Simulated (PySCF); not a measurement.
Planning a geometry optimisation on 2-bromo-1,1-difluoroethane (`FC(F)CBr`).

Method: PBE0-D3(BJ)/def2-TZVP geometry optimisation, gas phase (PySCF 2.14.0). Work: geometry optimisation from a GFN2-xTB start, density fitting. The input is one job of a driver script: a line of settings, then coordinates in Å.

Input:
```
{"job": {"xc": "PBE0", "basis": "def2-TZVP", "d3": "d3bj", "grid": 2, "kind": "geom"}, "charge": 0, "multiplicity": 1}
F      1.207467    -1.350413    -0.133057
C      0.763478    -0.083549     0.051183
F      1.340856     0.664708    -0.910894
C     -0.750721    -0.062309    -0.072682
Br    -1.462129     1.599353     0.619509
H      1.131011     0.267444     1.027811
H     -1.175609    -0.877218     0.512218
H     -1.045296    -0.148603    -1.118655
```

Hardware: an Intel Xeon Platinum 8259CL at 2.50 GHz with one thread, shared host. PySCF's memory limit was set to 1600 MB.

The basis has 190 functions.

**Question.** Which is nearest to the wall time?
A. 1.8 h
B. 14 min
C. 1.8 min
D. 13 s

**Answer.** C. The run took 1.8 min. The run took 8 energy-and-gradient evaluations and 57 SCF cycles, 14 s an evaluation on average.

**Question.** How much memory does it need at the peak?

**Answer.** About 0.80 GiB. Peak memory is the resident size of the whole Python process, interpreter and libraries included.

**Question.** At this speed, how long would 100 such jobs take on 32 cores, one job a core?

**Answer.** 100/32 gives 4 rounds of 1.8 min, about 7.2 min of wall time and 3 core-hours, if the jobs don't slow each other.

The output:
```
step   0  E = -2851.40397482  max force = 0.005481
step   1  E = -2851.40361280  max force = 0.012769
step   2  E = -2851.40440321  max force = 0.003234
step   3  E = -2851.40453862  max force = 0.000983
step   4  E = -2851.40455788  max force = 0.000302
step   5  E = -2851.40457492  max force = 0.000638
step   6  E = -2851.40458452  max force = 0.000641
step   7  E = -2851.40458734  max force = 0.000322
optimisation converged
```

Energies in Eh; «max force» is the largest Cartesian gradient component in Eh/bohr.

Other jobs ran on the host; a repeat could differ by tens of per cent or more.

The run converged: final energy -2851.40459 Eh after 7 steps; dipole 1.44 D.
